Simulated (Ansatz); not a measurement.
System: C2H9P2Si, net charge -1, singlet state. It need not be the lowest isomer of its formula. Whether it binds its extra electron was not tested at this geometry. 
Structure (B3LYP-D3(BJ)/def2-TZVP (Ansatz, a quantum-chemistry and plane-wave program) minimum search):
SMILES: [CH2-][Si](C)(P)P
```xyz
14

C     -0.7516     1.7711    -1.0827
Si    -0.3889     0.2638    -0.2637
C     -1.9146    -0.8422    -0.0046
P      1.1610    -1.4222    -0.9401
P      0.4300     0.7564     1.8342
H     -1.4688     1.7635    -1.9028
H      0.0094     2.5419    -1.1769
H     -2.3300    -1.1317    -0.9748
H     -2.6836    -0.2951     0.5446
H     -1.6697    -1.7561     0.5417
H      0.7304    -1.4713    -2.2974
H      2.2111    -0.5094    -1.2275
H      1.4833    -0.2008     1.9310
H      1.2948     1.7803     1.3667
```
Charge -1, spin multiplicity 1.

Total electronic energies in hartree. Cores are frozen in the correlated levels unless marked. Spin-orbit coupling is left out. No relativistic terms. CBS marks a two-point X^-3 extrapolation of the correlation energy; Hartree-Fock from the larger set. [CCSD(T)-MP2]/basis is that difference in the basis named.

```csv
level,program,energy (Eh)
HF/aug-cc-pV(T+d)Z,Ansatz,-1051.45067
RI-HF/aug-cc-pV(Q+d)Z,Ansatz,-1051.46378
PBE-D4/def2-TZVPD,Ansatz + dftd4,-1053.33935
revPBE/def2-TZVPD,Ansatz,-1053.69361
r2SCAN-D3(BJ)/def2-TZVPD,Ansatz + dftd3,-1053.78296
B97M-V/def2-TZVPD,Ansatz,-1053.66657
B3LYP/def2-TZVPD,Ansatz,-1053.97395
PBE0/STO-3G,Ansatz,-1041.17153
PBE0/6-31G*,Ansatz,-1053.28831
PBE0-D3(BJ)/def2-TZVP,Ansatz + dftd3,-1053.43432
PBE0/def2-QZVPP,Ansatz,-1053.46202
r2SCANh/def2-TZVPD,Ansatz,-1053.76946
r2SCAN0-D4/def2-TZVPD,Ansatz + dftd4,-1053.76267
HSE06-D3(BJ)/def2-TZVPD,Ansatz + dftd3,-1053.41047
B2GP-PLYP-D4/def2-TZVPD,Ansatz + dftd4,-1053.30604
MP2/6-31G,Ansatz,-1051.50274
MP2/cc-pVTZ,Ansatz,-1052.25140
SCS-MP2/6-31G,Ansatz,-1051.51386
SCS-MP2/cc-pVTZ,Ansatz,-1052.26225
CCSD(T)/cc-pwCVTZ,Ansatz,-1052.38128
CCSD(T)/cc-pV(Q+d)Z,Ansatz,-1052.44131
CCSD(T) with core electrons (1s frozen past Ne)/cc-pwCVTZ,Ansatz,-1053.26511
"RI-MP2/CBS(aug-cc-pV(T+d)Z,aug-cc-pV(Q+d)Z)+[CCSD(T)-MP2]/aug-cc-pV(T+d)Z",Ansatz,-1052.4926
```

Totals of different functionals don't rank their quality; only differences between species are comparable.
